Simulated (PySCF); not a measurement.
A geometry optimisation, step by step.

Species: H₈P₂SSi₂.
Atom-mapped SMILES: `[SiH3:1][S:2][SiH:3]([PH2:4])[PH2:5]` (hydrogens: H6, H7, H8 on Si1; H9 on Si3; H10, H11 on P4; H12, H13 on P5)

Method: PBE0-D3(BJ)/def2-SVP geometry optimisation, gas phase (PySCF 2.14.0); density fitting, grid level 1; the optimiser is geomeTRIC in internal coordinates, started from a GFN2-xTB structure with every atom displaced at random (about 0.01 Å). 13 of its 15 geometries are shown. The frame can shift and turn from step to step; on so coarse a grid that alone can change the energy by a few meV, and forces under 0.02 eV/Å are noise.

Step 0: E = -45268.5883 eV, largest atomic force 1.730 eV/Å
```
atom  x, y, z in Å  |  force x, y, z in eV/Å
Si1    -1.874   -1.292   -0.491    0.107   1.439  -0.604
S2     -0.571   -0.185   -1.801    0.114   0.052  -0.183
Si3     0.963    0.575   -0.497   -0.466  -0.166   0.116
P4      0.465    2.475    0.604    0.240  -0.014   0.507
P5      1.540   -0.980    1.039   -1.393   0.490   0.869
H6     -3.053   -1.476   -1.351   -0.360  -0.285  -0.038
H7     -2.177   -0.420    0.656   -0.207   0.033   0.419
H8     -1.203   -2.486   -0.096    0.356  -1.236   0.442
H9      2.026    0.920   -1.437    0.508   0.117  -0.351
H10    -0.548    1.873    1.399   -0.021  -0.153   0.219
H11    -0.495    2.885   -0.329   -0.272   0.251  -0.559
H12     2.610   -0.227    1.535    0.466   0.410   0.280
H13     2.323   -1.678    0.175    0.929  -0.937  -1.118
```

Step 1: E = -45268.7862 eV, largest atomic force 0.391 eV/Å
```
atom  x, y, z in Å  |  force x, y, z in eV/Å
Si1    -1.712   -1.290   -0.521    0.054  -0.274  -0.017
S2     -0.474   -0.250   -1.945    0.006   0.011   0.034
Si3     1.078    0.516   -0.658    0.044  -0.005   0.022
P4      0.496    2.323    0.582   -0.120  -0.011  -0.043
P5      1.690   -1.076    0.837    0.319  -0.133  -0.183
H6     -2.960   -1.619   -1.262   -0.061   0.062  -0.018
H7     -2.021   -0.463    0.680    0.024   0.057  -0.007
H8     -1.078   -2.575   -0.085   -0.019   0.118  -0.008
H9      2.172    0.918   -1.594   -0.063   0.008   0.029
H10    -0.492    1.600    1.325    0.054   0.009  -0.038
H11    -0.450    2.780   -0.391    0.079   0.015   0.053
H12     2.786   -0.296    1.339   -0.095  -0.059  -0.061
H13     2.502   -1.812   -0.107   -0.221   0.201   0.238
```

Step 2: E = -45268.7963 eV, largest atomic force 0.076 eV/Å
```
atom  x, y, z in Å  |  force x, y, z in eV/Å
Si1    -1.716   -1.307   -0.528   -0.007  -0.074  -0.018
S2     -0.470   -0.261   -1.940    0.027  -0.003   0.005
Si3     1.076    0.512   -0.650   -0.018   0.006   0.017
P4      0.494    2.321    0.585   -0.014  -0.029   0.001
P5      1.703   -1.074    0.844    0.052  -0.024  -0.038
H6     -2.980   -1.595   -1.263   -0.004   0.029   0.011
H7     -1.996   -0.469    0.675    0.007   0.014   0.000
H8     -1.096   -2.594   -0.097    0.001   0.022   0.001
H9      2.162    0.921   -1.587   -0.009   0.009  -0.010
H10    -0.496    1.595    1.317   -0.007   0.004  -0.002
H11    -0.440    2.792   -0.388    0.021   0.016   0.000
H12     2.794   -0.286    1.329   -0.004  -0.004  -0.005
H13     2.502   -1.797   -0.097   -0.045   0.034   0.037
```

Step 4: E = -45268.8006 eV, largest atomic force 0.077 eV/Å
```
atom  x, y, z in Å  |  force x, y, z in eV/Å
Si1    -1.706   -1.321   -0.532   -0.005   0.065   0.013
S2     -0.456   -0.275   -1.942    0.005  -0.026  -0.009
Si3     1.071    0.509   -0.639   -0.010   0.016  -0.004
P4      0.473    2.308    0.600    0.016  -0.017   0.031
P5      1.710   -1.078    0.847   -0.049   0.035   0.045
H6     -2.999   -1.544   -1.239    0.003  -0.015   0.001
H7     -1.930   -0.486    0.686   -0.002  -0.014   0.002
H8     -1.112   -2.626   -0.128    0.000  -0.026  -0.007
H9      2.154    0.936   -1.571    0.002   0.009  -0.003
H10    -0.555    1.593    1.288   -0.016   0.006  -0.008
H11    -0.411    2.821   -0.396    0.000   0.005  -0.014
H12     2.800   -0.289    1.327    0.015   0.002   0.006
H13     2.497   -1.790   -0.102    0.041  -0.041  -0.051
```

Step 5: E = -45268.8028 eV, largest atomic force 0.089 eV/Å
```
atom  x, y, z in Å  |  force x, y, z in eV/Å
Si1    -1.696   -1.331   -0.533    0.006   0.086   0.019
S2     -0.442   -0.286   -1.943   -0.017  -0.024   0.001
Si3     1.065    0.511   -0.625    0.012   0.008  -0.014
P4      0.450    2.295    0.623    0.015   0.000   0.035
P5      1.714   -1.083    0.848   -0.045   0.030   0.040
H6     -3.011   -1.500   -1.212    0.004  -0.029  -0.009
H7     -1.869   -0.515    0.706   -0.004  -0.016  -0.001
H8     -1.129   -2.660   -0.170   -0.004  -0.028  -0.011
H9      2.149    0.959   -1.548    0.001   0.007   0.001
H10    -0.630    1.598    1.246   -0.013   0.002  -0.010
H11    -0.368    2.856   -0.404   -0.003  -0.002  -0.013
H12     2.809   -0.300    1.326    0.012   0.001   0.004
H13     2.493   -1.788   -0.114    0.037  -0.036  -0.043
```

Step 6: E = -45268.8038 eV, largest atomic force 0.052 eV/Å
```
atom  x, y, z in Å  |  force x, y, z in eV/Å
Si1    -1.691   -1.335   -0.533    0.010   0.050   0.011
S2     -0.436   -0.288   -1.940   -0.022  -0.009   0.010
Si3     1.063    0.515   -0.616    0.021  -0.004  -0.012
P4      0.437    2.289    0.641    0.004   0.006   0.025
P5      1.717   -1.087    0.848   -0.018   0.013   0.015
H6     -3.014   -1.484   -1.202    0.003  -0.020  -0.011
H7     -1.845   -0.537    0.719   -0.004  -0.008  -0.002
H8     -1.137   -2.677   -0.195   -0.004  -0.013  -0.006
H9      2.146    0.977   -1.532   -0.002   0.004   0.001
H10    -0.678    1.605    1.215   -0.007   0.000  -0.007
H11    -0.333    2.880   -0.406   -0.001  -0.004  -0.007
H12     2.818   -0.310    1.325    0.004  -0.002   0.000
H13     2.490   -1.790   -0.124    0.014  -0.015  -0.016
```

Step 7: E = -45268.8044 eV, largest atomic force 0.023 eV/Å
```
atom  x, y, z in Å  |  force x, y, z in eV/Å
Si1    -1.690   -1.335   -0.533    0.007  -0.001  -0.003
S2     -0.435   -0.283   -1.936   -0.016   0.009   0.011
Si3     1.063    0.519   -0.609    0.019  -0.012  -0.004
P4      0.432    2.285    0.656   -0.006   0.005   0.009
P5      1.719   -1.090    0.846    0.008  -0.001  -0.006
H6     -3.011   -1.489   -1.206    0.003  -0.003  -0.007
H7     -1.850   -0.545    0.724   -0.002   0.001  -0.002
H8     -1.136   -2.680   -0.204   -0.001   0.003   0.001
H9      2.146    0.989   -1.523   -0.004   0.001  -0.001
H10    -0.703    1.608    1.199   -0.001  -0.002  -0.004
H11    -0.309    2.892   -0.403    0.003  -0.001   0.000
H12     2.825   -0.320    1.322   -0.002  -0.003  -0.002
H13     2.486   -1.795   -0.132   -0.007   0.004   0.007
```

Step 8: E = -45268.8048 eV, largest atomic force 0.034 eV/Å
```
atom  x, y, z in Å  |  force x, y, z in eV/Å
Si1    -1.690   -1.334   -0.534    0.003  -0.032  -0.011
S2     -0.437   -0.273   -1.931   -0.007   0.019   0.006
Si3     1.064    0.523   -0.604    0.010  -0.013   0.003
P4      0.432    2.284    0.669   -0.010   0.000  -0.003
P5      1.718   -1.093    0.843    0.018  -0.006  -0.013
H6     -3.003   -1.505   -1.218    0.001   0.008  -0.003
H7     -1.867   -0.547    0.722   -0.002   0.005  -0.001
H8     -1.127   -2.675   -0.203    0.002   0.011   0.006
H9      2.145    0.998   -1.517   -0.003   0.000  -0.001
H10    -0.715    1.609    1.191    0.001  -0.002  -0.001
H11    -0.293    2.901   -0.396    0.004   0.001   0.004
H12     2.830   -0.331    1.318   -0.004  -0.002  -0.003
H13     2.478   -1.800   -0.139   -0.016   0.011   0.015
```

Step 9: E = -45268.8049 eV, largest atomic force 0.046 eV/Å
```
atom  x, y, z in Å  |  force x, y, z in eV/Å
Si1    -1.690   -1.334   -0.539   -0.002  -0.043  -0.014
S2     -0.442   -0.256   -1.925    0.002   0.020  -0.001
Si3     1.065    0.528   -0.597   -0.002  -0.009   0.007
P4      0.433    2.282    0.688   -0.009  -0.005  -0.011
P5      1.715   -1.098    0.840    0.018  -0.007  -0.009
H6     -2.991   -1.528   -1.239    0.000   0.014   0.001
H7     -1.893   -0.550    0.715   -0.002   0.006   0.000
H8     -1.109   -2.666   -0.200    0.005   0.013   0.006
H9      2.145    1.008   -1.509    0.001  -0.001   0.000
H10    -0.727    1.611    1.184    0.002  -0.002   0.003
H11    -0.271    2.914   -0.383    0.004   0.003   0.007
H12     2.835   -0.345    1.312   -0.003  -0.001  -0.003
H13     2.465   -1.808   -0.148   -0.015   0.011   0.013
```

Step 10: E = -45268.8049 eV, largest atomic force 0.029 eV/Å
```
atom  x, y, z in Å  |  force x, y, z in eV/Å
Si1    -1.688   -1.337   -0.546   -0.003  -0.028  -0.010
S2     -0.446   -0.236   -1.920    0.008   0.012  -0.005
Si3     1.065    0.534   -0.588   -0.011  -0.003   0.004
P4      0.432    2.279    0.707   -0.004  -0.006  -0.009
P5      1.713   -1.102    0.840    0.009  -0.004   0.002
H6     -2.978   -1.550   -1.261   -0.001   0.011   0.003
H7     -1.917   -0.557    0.706   -0.001   0.002   0.000
H8     -1.090   -2.659   -0.201    0.005   0.008   0.003
H9      2.144    1.018   -1.498    0.004  -0.001   0.003
H10    -0.740    1.612    1.179    0.002  -0.001   0.004
H11    -0.250    2.928   -0.367    0.001   0.003   0.006
H12     2.841   -0.359    1.305   -0.001   0.001  -0.003
H13     2.450   -1.814   -0.155   -0.006   0.005   0.004
```

Step 12: E = -45268.8048 eV, largest atomic force under 0.02 eV/Å
```
atom  x, y, z in Å  |  force x, y, z in eV/Å
Si1    -1.684   -1.342   -0.563   -0.001   0.016   0.004
S2     -0.444   -0.217   -1.920    0.004  -0.005  -0.003
Si3     1.063    0.538   -0.576   -0.007   0.005  -0.005
P4      0.427    2.273    0.730    0.003   0.000   0.003
P5      1.711   -1.105    0.843   -0.007   0.002   0.010
H6     -2.967   -1.561   -1.289    0.001  -0.004  -0.002
H7     -1.932   -0.569    0.690    0.001  -0.004  -0.001
H8     -1.070   -2.655   -0.216    0.000  -0.005  -0.005
H9      2.146    1.027   -1.479    0.003   0.002   0.005
H10    -0.754    1.609    1.183   -0.001  -0.001   0.002
H11    -0.239    2.941   -0.342   -0.004  -0.001   0.001
H12     2.845   -0.365    1.299    0.002   0.000  -0.001
H13     2.436   -1.817   -0.159    0.006  -0.005  -0.008
```

Step 13: E = -45268.8047 eV, largest atomic force 0.021 eV/Å
```
atom  x, y, z in Å  |  force x, y, z in eV/Å
Si1    -1.682   -1.342   -0.571    0.001   0.020   0.006
S2     -0.440   -0.213   -1.922    0.001  -0.007  -0.001
Si3     1.062    0.539   -0.572   -0.001   0.005  -0.004
P4      0.422    2.270    0.738    0.003   0.003   0.006
P5      1.710   -1.106    0.845   -0.008   0.003   0.006
H6     -2.964   -1.560   -1.298    0.002  -0.007  -0.004
H7     -1.933   -0.574    0.684    0.001  -0.004  -0.002
H8     -1.066   -2.656   -0.227   -0.002  -0.007  -0.006
H9      2.148    1.032   -1.470    0.001   0.003   0.004
H10    -0.759    1.604    1.187   -0.001  -0.002   0.001
H11    -0.243    2.942   -0.333   -0.004  -0.002   0.000
H12     2.844   -0.365    1.299    0.002  -0.001   0.001
H13     2.435   -1.815   -0.159    0.005  -0.005  -0.006
```

Step 14: E = -45268.8047 eV, largest atomic force under 0.02 eV/Å
```
atom  x, y, z in Å  |  force x, y, z in eV/Å
Si1    -1.680   -1.342   -0.576    0.001   0.013   0.003
S2     -0.438   -0.210   -1.924   -0.001  -0.005   0.001
Si3     1.062    0.541   -0.570    0.002   0.003  -0.002
P4      0.419    2.268    0.743    0.001   0.004   0.005
P5      1.710   -1.106    0.846   -0.003   0.002   0.000
H6     -2.962   -1.559   -1.304    0.001  -0.005  -0.004
H7     -1.932   -0.577    0.681    0.001  -0.002  -0.001
H8     -1.065   -2.657   -0.235   -0.002  -0.004  -0.005
H9      2.149    1.036   -1.464    0.000   0.003   0.003
H10    -0.761    1.600    1.190   -0.001  -0.002   0.001
H11    -0.246    2.941   -0.327   -0.003  -0.002   0.001
H12     2.844   -0.364    1.301    0.001  -0.002   0.001
H13     2.436   -1.814   -0.159    0.002  -0.002  -0.002
```

**Question.** Summarise the path.

**Answer.** The energy falls by 0.2164 eV from step 0 to step 14; nine tenths of that is first reached at step 1. It never rises by more than 0.2 meV. The largest force goes from 1.730 to under 0.02 eV/Å. Among the bonds P5–H13 changes most, from 1.358 to 1.428 Å; the atoms move by 0.169 Å rms after alignment.

**Question.** Follow the three bonds and two angles with the largest change from start to end.

**Answer.** 
```csv
step,E above end (eV),largest force (eV/Å),P5–H13 (Å),Si1–H8 (Å),Si3–H9 (Å),H6–Si1–H8 (°),S2–Si1–H6 (°)
0,0.2164,1.730,1.358,1.426,1.461,115.8,101.2
1,0.0185,0.391,1.447,1.498,1.495,108.1,105.1
2,0.0085,0.076,1.431,1.492,1.492,109.1,105.1
3,0.0061,0.043,1.426,1.491,1.491,109.7,105.2
4,0.0041,0.077,1.424,1.490,1.492,110.0,105.4
5,0.0019,0.089,1.425,1.490,1.492,110.2,105.7
6,0.0009,0.052,1.427,1.491,1.492,110.0,105.8
7,0.0003,0.023,1.428,1.491,1.492,109.6,105.8
8,-0.0001,0.034,1.429,1.492,1.492,109.4,105.7
9,-0.0002,0.046,1.429,1.492,1.492,109.3,105.6
10,-0.0002,0.029,1.428,1.492,1.492,109.4,105.4
11,-0.0001,under 0.02,1.428,1.491,1.492,109.6,105.4
12,-0.0001,under 0.02,1.427,1.491,1.492,109.8,105.4
13,0.0000,0.021,1.428,1.491,1.492,109.8,105.4
14,0.0000,under 0.02,1.428,1.491,1.492,109.8,105.5
```

What follows is the cost of the whole optimisation. Time: 2.4 min; peak memory 0.58 GiB. Hardware: one thread, Intel Xeon at 2.70 GHz (x86_64), shared host with 64 logical CPUs at a one-minute load of 58.
